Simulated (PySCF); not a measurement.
# Solvent effects on NMR parameters

Mapped SMILES: `[CH3:1][c:2]1[n:3][n:4]([CH3:5])[cH:6][c:7]1[NH3+:8]`; H(Xn) means a hydrogen on atom n.

GIAO PBE0/pcSseg-1 in PySCF 2.14 on one PBE0-D3(BJ)/def2-SVP conformer, non-relativistic, equivalent nuclei averaged. Solvents enter as an IEF-PCM continuum (chloroform with ε = 4.7, acetonitrile with ε = 35.7) around the gas-phase geometry. Shifts are referred to TMS computed in the same medium.

Gas phase, δ in ppm: C2 145.1, C6 129.3, C7 105.5, C5 41.7, C1 10.7, H(C6) 7.64, H(N8) 5.92, H(C5) 4.05, H(C1) 2.65. Dipole moment 8.51 D.

(1) How does each δ change in the continuum?

(2) Which nuclei move most (in ppm), and what does the model miss?

Results:

(1) 
```json
{"atoms": "C2", "environment": "substituted aromatic carbon next to a ring nitrogen", "Δδ, chloroform": "+0.9", "Δδ, acetonitrile": "+1.5"}
{"atoms": "C6", "environment": "aromatic CH next to a ring nitrogen", "Δδ, chloroform": "+3.2", "Δδ, acetonitrile": "+4.7"}
{"atoms": "C7", "environment": "aromatic carbon bearing nitrogen", "Δδ, chloroform": "+7.0", "Δδ, acetonitrile": "+9.6"}
{"atoms": "C5", "environment": "methyl carbon bonded to N", "Δδ, chloroform": "+0.1", "Δδ, acetonitrile": "+0.1"}
{"atoms": "C1", "environment": "methyl carbon on an aromatic ring", "Δδ, chloroform": "+1.0", "Δδ, acetonitrile": "+1.5"}
{"atoms": "H(C6)", "environment": "hydrogen on an aromatic CH next to a ring nitrogen", "Δδ, chloroform": "+0.18", "Δδ, acetonitrile": "+0.28"}
{"atoms": "H(N8)", "environment": "hydrogen on an ammonium nitrogen", "Δδ, chloroform": "+0.30", "Δδ, acetonitrile": "+0.42"}
{"atoms": "H(C5)", "environment": "hydrogen on a methyl carbon bonded to N", "Δδ, chloroform": "-0.12", "Δδ, acetonitrile": "-0.16"}
{"atoms": "H(C1)", "environment": "hydrogen on a methyl carbon on an aromatic ring", "Δδ, chloroform": "-0.10", "Δδ, acetonitrile": "-0.14"}
```

Changes are relative to the gas phase. The dipole moment becomes 10.37 D in chloroform, 11.15 D in acetonitrile.

(2) C7 (aromatic carbon bearing nitrogen, +9.6 ppm) in acetonitrile. A continuum only polarises the solute; specific hydrogen bonds, the anisotropy of aromatic solvents and changes of geometry or conformer are outside it, as are counter-ions.
